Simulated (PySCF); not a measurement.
Mayer bond orders and bond lengths

Species: C₃H₉OPSi.
Numbering: `[O:1]=[P@H:2]1[CH2:3][C@@H:4]([SiH3:5])[CH2:6]1` (hydrogens: H7 on P2; H8, H9 on C3; H10 on C4; H11, H12, H13 on Si5; H14, H15 on C6)

Geometry (GFN2-xTB, Å), atoms numbered from 1 in this order:
```xyz
15
C3H9OPSi angstrom
O      3.0028   -0.5231    1.0804
P      1.9877   -0.0635    0.1326
C      0.5382   -1.0741   -0.3838
C     -0.3268    0.2053   -0.3526
Si    -2.1254   -0.0256    0.2110
C      0.5772    1.0261    0.5934
H      2.5023    0.4758   -1.0474
H      0.5563   -1.6232   -1.3222
H      0.2865   -1.7623    0.4260
H     -0.2921    0.6655   -1.3430
H     -2.1127   -0.6439    1.5370
H     -2.7609    1.2906    0.2631
H     -2.7983   -0.8938   -0.7547
H      0.3353    0.8578    1.6450
H      0.6257    2.0966    0.4083
```

Bond orders from the PBE0/pcSseg-1 density (PySCF). The structure is a single GFN2-xTB conformer in the gas phase; no vibrational or solvent corrections.

Problem. Where do the orders between heavy atoms depart from those drawn in the SMILES?

Solution. The largest departure is 0.137, at C4–Si5 (drawn single, 0.863). Drawn single, order below 0.88: C4–Si5 (0.863).

Problem. Set the Mayer orders of the bonds beside their lengths.

Solution. 
```
   bond  drawn as  length (Å)  Mayer order
  O1–P2    double       1.463        1.896
  P2–C3    single       1.841        0.894
  C3–C4    single       1.545        0.970
 C4–Si5    single       1.899        0.863
  C4–C6    single       1.545        0.970
  C6–P2    single       1.841        0.894
  P2–H7    single       1.396        0.875
  C3–H8    single       1.087        0.948
  C3–H9    single       1.092        0.929
 C4–H10    single       1.093        0.931
Si5–H11    single       1.463        0.947
Si5–H12    single       1.463        0.948
Si5–H13    single       1.463        0.948
 C6–H14    single       1.092        0.929
 C6–H15    single       1.087        0.948
```

Problem. Sum the orders of all bonds at each heavy atom with more than one neighbour and set the sums beside the valence in the SMILES.

Solution. P2 4.559 (drawn 5), C3 3.741 (drawn 4), C4 3.734 (drawn 4), Si5 3.706 (drawn 4), C6 3.741 (drawn 4). Orders between atoms that aren't bonded are not in these sums.

Mayer orders depend on the basis set.
